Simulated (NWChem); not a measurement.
Molecule: CH$_{2}$BrF; SMILES FCBr

```xyz
5

F      0.4104     1.9582     0.0000
C     -0.6028     1.0784     0.0000
Br     0.0548    -0.7450     0.0000
H     -1.2083     1.1931     0.9096
H     -1.2083     1.1931    -0.9096
```
Atoms are numbered in this order, from 1.

Computed with NWChem. All runs use the structure optimised with PBE0/def2-SVP. Level: PBE0/def2-SVP with SMD (1 M gas to 1 M solution), gas-phase geometry.

For solvent water:

| Property | Result |
|---|---|
| solvation free energy (kcal/mol) | -1.4 |
| cavity-dispersion-structure term (kcal/mol) | 1.7 |
| dipole in solution (D) | 2.23 |

**Question.** What are these values for solvent n-hexane?

**Answer.** The solvation free energy (kcal/mol) comes out as -2.9. The cavity-dispersion-structure term (kcal/mol) is -1.6 and the dipole in solution (D) is 1.97.
